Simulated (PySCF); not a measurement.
**Vibration and rotation of CsS⁺**

UHF-CCSD(T) constants of CsS⁺, ³Σ⁻ (triplet), unpaired electrons π ↑↑ (basis Cs def2-SVPD with ECP46, S def2-SVPD; scalar-relativistic core potentials; PySCF 2.14; masses 132.9054 and 31.9721 u):

```
ωe            : 77.1 cm⁻¹
ωexe          : 0.844 cm⁻¹
Be            : 0.044663 cm⁻¹
αe            : 0.000542 cm⁻¹
De to Cs⁺ + S : 0.257 eV
```

Task: What force constant and bond length do these constants imply?

Result: Reduced mass μred = 25.772 u; k = 5.8918×10⁻⁷·μred·ωe² (u, cm⁻¹, mdyn/Å) = 0.0903 mdyn/Å; Re = √(16.8576/(μred·Be)) (u, cm⁻¹, Å) = 3.827 Å.

Task: Estimate the centrifugal constant D from the Kratzer relation and find the Dunham coefficient a1.

Result: D = 4Be³/ωe² = 6e-08 cm⁻¹; a1 = −1 − αeωe/(6Be²) = -4.49.

Correlated steps freeze 5 core orbitals. The bond is weak. Basis-set superposition, not corrected here, can be much of De in a small basis, most of all at correlated wavefunction levels. These are scalar-relativistic numbers at best; spin–orbit coupling would shift them, the dissociation energy most. For an ion De counts to the pair picked by the measured ionisation energies or electron affinities, which need not be the lowest pair at this level. The state is the lowest determinant that a PBE0 search found; another state may lie lower at other levels.
